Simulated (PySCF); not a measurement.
In(H)(vinyl)2 (C4H7In), SMILES C=[CH][InH][CH]=C.

Geometry optimised at B3LYP-D3(BJ)/def2-SVP. The structure was generated by enumeration; whether it is a known compound was not checked. The def2 effective core potentials stand for the cores of In; spin–orbit coupling is left out. Other conformers were not sampled.

Computed with PBE/def2-TZVP run with PySCF.

Gas-phase values at a fixed geometry.

Computed frontier levels, gap, dipole moment and polarisability:
- highest occupied level = -6.18 eV
- lowest empty level = -2.49 eV
- orbital gap = 3.69 eV
- dipole moment = 0.63 D
- quadrupole, principal values (traceless, Buckingham form, about the centre of nuclear charge) = -1.21, -1.11, 2.32 D·Å
- mean static polarisability = 91.4 bohr³ (13.55 Å³)
- polarisability, principal values = 53.6, 82.6, 138.1 bohr³
